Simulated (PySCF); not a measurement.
## Co(OH)2, quartet: computed properties

These are results of UPBE0 in PySCF with Co def2-SVP, O def2-SVP, H def2-SVP; no relativity; density-fitted integrals, not measurements.

The structure is a minimum.

```xyz
5
charge 0 multiplicity 4, angstrom
Co    0.0000    0.0000    0.0000
O    -0.0446    0.0000    1.7345
O     0.0446    0.0000   -1.7345
H    -0.7199    0.0000    2.4134
H     0.7199    0.0000   -2.4134
```

```json
{
  "Point group": "C2h",
  "Bond lengths": "Co–O 1.735 Å (×2), O–H 0.958 Å (×2)",
  "Bond angles": "Co–O–H 136.6° (×2), O–Co–O 180.0°",
  "Heat capacity Cp at 298.15 K": "74.5 J/(mol K)",
  "Principal polarisabilities": "16.3, 18.0, 44.3 bohr³",
  "Highest occupied level (β)": "-7.14 eV",
  "Entropy at 298.15 K and 1 bar (electronic part: spin only)": "298.6 J/(mol K)",
  "Principal quadrupole moments (Buckingham, traceless) about the centre of mass": "-8.70, -1.10, 9.80 D Å",
  "Enthalpy at 298.15 K above 0 K": "16.65 kJ/mol",
  "Spin squared ⟨S²⟩": "3.760",
  "Rotational constants": "21.75, 0.1556, 0.1545 cm⁻¹",
  "Rotational symmetry number": "2",
  "Zero-point energy": "65.0 kJ/mol",
  "Lowest empty level (β)": "-1.89 eV",
  "Atomisation energy without zero-point energy": "1592 kJ/mol",
  "Dipole moment": "0.00 D"
}
```

Harmonic modes (masses in u: Co 58.933, O 15.995, H 1.008):
```csv
symmetry,ω (cm⁻¹),IR (km/mol),μ (u)
au,107,10.0,2.27
bu,143,17.2,3.76
au,307,200,1.73
ag,392,0.0,1.30
bu,450,366,1.44
ag,673,0.0,4.32
bu,830,139,7.26
bu,3982,246,1.07
ag,3985,0.0,1.07
```

In C2h the vibrations span 2au + 4bu + 3ag. The ag modes carry no infrared intensity, as symmetry demands. With a centre of inversion only u modes can be infrared active and only g modes Raman active.

Charges (e):
```csv
atom,Mulliken,Löwdin,polar tensor,spin (Mulliken),Mayer order to Co1
Co1,0.79,0.56,1.12,2.69,–
"O2,3",-0.58,-0.34,-0.86,0.15,0.99
"H4,5",0.19,0.07,0.30,0.00,0.02
```
Other Mayer orders above 0.3: O–H 0.96 (×2).

Mulliken populations on Co1: s 6.67, p 12.39, d 7.15, f 0.00.

This need not be the most stable arrangement of these atoms. With open d or f shells other occupations or spin states may lie lower.

The final relaxation and frequency run took about 90 core-seconds on a shared host.
